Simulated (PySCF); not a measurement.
PySCF job for C2H2ClF3, SMILES FC(F)[C@H](F)Cl, TDDFT-PBE/def2-SVPD. Geometry: PBE-D3(BJ)/def2-SVP. One conformer was computed; it need not be the lowest.

```python
import numpy as np
from pyscf import gto, scf, dft, tdscf

mol = gto.M(
    atom='''
    F     1.45649096   -1.43051148    0.65339911
    C     0.97675297   -0.18549562    0.36561940
    F     1.48322596    0.21065572   -0.82633243
    C    -0.55477881   -0.27138540    0.29406720
    F    -0.92494346   -1.06140957   -0.74510470
    Cl   -1.23572133    1.37868358    0.11175022
    H     1.29780863    0.52442572    1.16247934
    H    -0.95535215   -0.68937248    1.24198951
    ''',
    basis='def2-SVPD',
    charge=0,
    spin=0,
    max_memory=1600,
    verbose=4,
)
mf = dft.RKS(mol, xc='pbe').density_fit(auxbasis='def2-universal-jkfit')
mf.grids.level = 3
mf.conv_tol = 1e-9
mf.max_cycle = 100
mf.kernel()
mf.grids = dft.Grids(mol).set(level=1).build(with_non0tab=True)  # coarser grid for the response kernel
td = tdscf.TDDFT(mf)
td.singlet = True
td.nstates = 10
td.conv_tol = 1e-4
td.positive_eig_threshold = 1e-6
td.kernel(x0=td.get_init_guess(mf, 15))
td.analyze()
tt = tdscf.TDA(mf)
tt.singlet = False
tt.nstates = 4
tt.conv_tol = 1e-4
tt.positive_eig_threshold = 1e-6
tt.kernel(x0=tt.get_init_guess(mf, 9))
tt.analyze(verbose=3)
```

Output:

```
PySCF version 2.14.0

[INPUT] verbose = 4
[INPUT] num. atoms = 8
[INPUT] num. electrons = 58
[INPUT] charge = 0
[INPUT] spin (= nelec alpha-beta = 2S) = 0
[INPUT] symmetry False subgroup None
[INPUT] Mole.unit = angstrom
[INPUT] Symbol           X                Y                Z      unit          X                Y                Z       unit  Magmom
[INPUT]  1 F      1.456490960000  -1.430511480000   0.653399110000 AA    2.752369017305  -2.703274915246   1.234745367935 Bohr   0.0
[INPUT]  2 C      0.976752970000  -0.185495620000   0.365619400000 AA    1.845795604656  -0.350535919106   0.690920531828 Bohr   0.0
[INPUT]  3 F      1.483225960000   0.210655720000  -0.826332430000 AA    2.802890845245   0.398081617373  -1.561541980546 Bohr   0.0
[INPUT]  4 C     -0.554778810000  -0.271385400000   0.294067200000 AA   -1.048380010612  -0.512844080206   0.555706470218 Bohr   0.0
[INPUT]  5 F     -0.924943460000  -1.061409570000  -0.745104700000 AA   -1.747889820108  -2.005773393292  -1.408043817126 Bohr   0.0
[INPUT]  6 Cl    -1.235721330000   1.378683580000   0.111750220000 AA   -2.335174879983   2.605334378635   0.211177310160 Bohr   0.0
[INPUT]  7 H      1.297808630000   0.524425720000   1.162479340000 AA    2.452502872797   0.991020983478   2.196767578065 Bohr   0.0
[INPUT]  8 H     -0.955352150000  -0.689372480000   1.241989510000 AA   -1.805353916014  -1.302725185012   2.347020023483 Bohr   0.0

nuclear repulsion = 317.45497169693
number of shells = 62
number of NR pGTOs = 224
number of NR cGTOs = 152
basis = def2-SVPD
ecp = {}


[settings echo left out]
init E= -836.732405826718
  HOMO = -0.312813649458299  LUMO = -0.0484340614748437  gap/eV = 7.19414
cycle= 1 E= -836.086569318904  delta_E= 0.646  |g|= 0.717  |ddm|= 3.37
  HOMO = -0.279699119660849  LUMO = -0.0726647639711628  gap/eV = 5.63369
cycle= 2 E= -835.758196895018  delta_E= 0.328  |g|= 1.58  |ddm|= 1.79
  HOMO = -0.282302170573093  LUMO = -0.0440848546324806  gap/eV = 6.48222
cycle= 3 E= -836.174712807138  delta_E= -0.417  |g|= 0.0756  |ddm|= 1.21
  HOMO = -0.293789002945173  LUMO = -0.0541656714594048  gap/eV = 6.52048
cycle= 4 E= -836.175491412567  delta_E= -0.000779  |g|= 0.0498  |ddm|= 0.141
  HOMO = -0.291239996925815  LUMO = -0.0517159026302001  gap/eV = 6.51778
cycle= 5 E= -836.175935346723  delta_E= -0.000444  |g|= 0.0152  |ddm|= 0.0532
  HOMO = -0.290380181307305  LUMO = -0.0506818929810158  gap/eV = 6.52252
cycle= 6 E= -836.175975002395  delta_E= -3.97e-05  |g|= 0.00358  |ddm|= 0.0159
  HOMO = -0.290654707719254  LUMO = -0.0509710690627236  gap/eV = 6.52212
cycle= 7 E= -836.175977714418  delta_E= -2.71e-06  |g|= 0.000574  |ddm|= 0.00483
  HOMO = -0.290681069787452  LUMO = -0.0509770425211058  gap/eV = 6.52268
cycle= 8 E= -836.175977781334  delta_E= -6.69e-08  |g|= 0.000189  |ddm|= 0.000836
  HOMO = -0.290663460131932  LUMO = -0.0509733438405093  gap/eV = 6.52230
cycle= 9 E= -836.175977789103  delta_E= -7.77e-09  |g|= 7.12e-05  |ddm|= 0.000315
  HOMO = -0.290662993872284  LUMO = -0.0509699397023771  gap/eV = 6.52238
cycle= 10 E= -836.175977790237  delta_E= -1.13e-09  |g|= 1.73e-05  |ddm|= 9.43e-05
  HOMO = -0.290663319057713  LUMO = -0.0509704217057423  gap/eV = 6.52238
cycle= 11 E= -836.175977790294  delta_E= -5.73e-11  |g|= 8.26e-06  |ddm|= 2.36e-05
  HOMO = -0.290663806964063  LUMO = -0.0509708434716858  gap/eV = 6.52238
Extra cycle  E= -836.175977790256  delta_E= 3.82e-11  |g|= 1.72e-05  |ddm|= 1.88e-05
converged SCF energy = -836.175977790256
tot grids = 37520
Overwritten attributes  positive_eig_threshold  of <class 'pyscf.tdscf.rks.CasidaTDDFT'>


******** <class 'pyscf.tdscf.rks.CasidaTDDFT'> for <class 'pyscf.df.df_jk.DFRKS'> ********
nstates = 10 singlet
deg_eia_thresh = 1.000e-03
wfnsym = None
conv_tol = 0.0001
eigh lindep = 1e-12
eigh level_shift = 0
eigh max_cycle = 100


Excitation energies (eV)
[6.80268618 7.33235301 7.53826335 7.67965648 8.00564204 8.19677758
 8.47658514 8.5488039  8.55827472 8.69472337]

** Singlet excitation energies and oscillator strengths **
Excited State   1:      6.80269 eV    182.26 nm  f=0.0031
      29 -> 30        0.70213
Excited State   2:      7.33235 eV    169.09 nm  f=0.0030
      28 -> 30       -0.69878
Excited State   3:      7.53826 eV    164.47 nm  f=0.0099
      29 -> 31        0.70224
Excited State   4:      7.67966 eV    161.44 nm  f=0.0084
      27 -> 30        0.68774
Excited State   5:      8.00564 eV    154.87 nm  f=0.0286
      26 -> 30        0.10789
      28 -> 31        0.68709
Excited State   6:      8.19678 eV    151.26 nm  f=0.0096
      29 -> 32       -0.70316
Excited State   7:      8.47659 eV    146.27 nm  f=0.0174
      25 -> 30       -0.24474
      26 -> 30       -0.53163
      27 -> 31       -0.30216
      28 -> 32       -0.22894
Excited State   8:      8.54880 eV    145.03 nm  f=0.0108
      26 -> 30       -0.20488
      27 -> 31        0.58169
      28 -> 32       -0.13232
      29 -> 33       -0.29117
Excited State   9:      8.55827 eV    144.87 nm  f=0.0249
      25 -> 30        0.11738
      26 -> 30        0.11355
      27 -> 31       -0.24895
      29 -> 33       -0.63556
Excited State  10:      8.69472 eV    142.60 nm  f=0.0101
      25 -> 30        0.39307
      28 -> 32       -0.57031

** Transition electric dipole moments (AU) **
state          X           Y           Z        Dip. S.      Osc.
  1         0.1007     -0.0263     -0.0892      0.0188      0.0031
  2        -0.1023      0.0616     -0.0495      0.0167      0.0030
  3         0.2188     -0.0640      0.0385      0.0535      0.0099
  4         0.0476     -0.2053     -0.0204      0.0448      0.0084
  5         0.0671      0.2870      0.2428      0.1458      0.0286
  6         0.1815     -0.0519      0.1095      0.0476      0.0096
  7        -0.1158      0.2641      0.0232      0.0837      0.0174
  8        -0.0655      0.0055      0.2172      0.0515      0.0108
  9         0.0389     -0.3237     -0.1114      0.1187      0.0249
 10         0.1418      0.0828      0.1429      0.0474      0.0101

** Transition velocity dipole moments (imaginary part, AU) **
state          X           Y           Z        Dip. S.      Osc.
  1         0.0286     -0.0050     -0.0244      0.0014      0.0038
  2        -0.0291      0.0166     -0.0166      0.0014      0.0035
  3         0.0610     -0.0188      0.0106      0.0042      0.0101
  4         0.0147     -0.0594     -0.0025      0.0037      0.0089
  5         0.0194      0.0829      0.0711      0.0123      0.0279
  6         0.0542     -0.0170      0.0351      0.0045      0.0099
  7        -0.0374      0.0832      0.0082      0.0084      0.0180
  8        -0.0216      0.0020      0.0654      0.0048      0.0101
  9         0.0078     -0.1010     -0.0324      0.0113      0.0240
 10         0.0465      0.0264      0.0458      0.0050      0.0103

** Transition magnetic dipole moments (imaginary part, AU) **
state          X           Y           Z
  1        -0.0532     -0.0182     -0.0648
  2        -0.3850     -0.1143      0.2969
  3         0.1449      0.3244      0.4248
  4         0.0831     -0.0594      0.1007
  5        -0.2264     -0.1510      0.2392
  6         0.3591     -0.0386      0.1684
  7         0.1351      0.2703      0.5238
  8         0.1172     -0.0320      0.1355
  9        -0.0178      0.2942      0.0511
 10        -0.3961     -0.3193      0.0398
Overwritten attributes  positive_eig_threshold  of <class 'pyscf.tdscf.rks.TDA'>


******** <class 'pyscf.tdscf.rks.TDA'> for <class 'pyscf.df.df_jk.DFRKS'> ********
nstates = 4 triplet
deg_eia_thresh = 1.000e-03
wfnsym = None
conv_tol = 0.0001
eigh lindep = 1e-12
eigh level_shift = 0
eigh max_cycle = 100


Excitation energies (eV)
[6.19789506 6.59473541 7.26060153 7.35182835]

** Triplet excitation energies and oscillator strengths **
Excited State   1:      6.19790 eV    200.04 nm  f=0.0000
Excited State   2:      6.59474 eV    188.00 nm  f=0.0000
Excited State   3:      7.26060 eV    170.76 nm  f=0.0000
Excited State   4:      7.35183 eV    168.64 nm  f=0.0000
```

Self-consistency was reached.

Cost: about 50 core-seconds (a rough figure).
